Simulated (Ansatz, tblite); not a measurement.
Removing and adding an electron: Be10O10 (started as a model of: (BeO)10 cage of four- and six-membered rings). The state is a singlet with charge 0. Geometry: PBE-D4/def2-SVP. Ansatz, gas phase; energy differences of separate SCF runs; the oxidised species was run as a doublet alone; the reduced species was run as a doublet alone.

Cartesian coordinates in Å:
```
Be 2.719 -0.820 -0.449
O 2.515 -0.048 -1.802
Be 2.506 1.220 -0.704
O 3.002 0.472 0.586
Be 1.645 -0.079 1.194
O 1.571 -1.507 0.365
Be 0.088 -1.541 -0.139
O -0.275 -0.637 -1.469
Be 0.964 0.279 -1.770
O 1.037 1.707 -0.940
Be -0.088 1.541 0.139
O 0.275 0.638 1.470
Be -0.964 -0.279 1.770
O -1.037 -1.707 0.940
Be -2.506 -1.220 0.704
O -2.515 0.048 1.803
Be -1.646 0.079 -1.194
O -1.572 1.507 -0.365
Be -2.719 0.820 0.449
O -3.002 -0.471 -0.585
```

The xTB rows come from tblite.

```tsv
level	−HOMO (eV)	vertical IE (eV)	−LUMO (eV)	vertical EA (eV)	HOMO–LUMO gap (eV)	IE − EA (eV)	remarks
GFN1-xTB	9.62	12.11	6.28	3.98	3.35	8.13	–
GFN2-xTB	11.84	14.37	8.30	5.91	3.54	8.45	–
PBE-D4/def2-SVP	7.22	–	1.96	0.41	5.26	–	HOMO above zero (-1 doublet)
PBE0-D4/def2-SVP	8.81	10.44	1.12	0.03	7.70	10.42	HOMO above zero (-1 doublet)
```

Run but left out: PBE-D4/def2-SVP (charge +1 doublet: an occupied level 0.13 eV above an empty one).   A HOMO above zero means that the electron is unbound at that level or that self-interaction error raises the level; the energy of removing that electron tells which. Raw xTB energy differences between charge states are shifted by several eV; the methods need an empirical correction for them. Sets without diffuse functions give affinities that are too small.
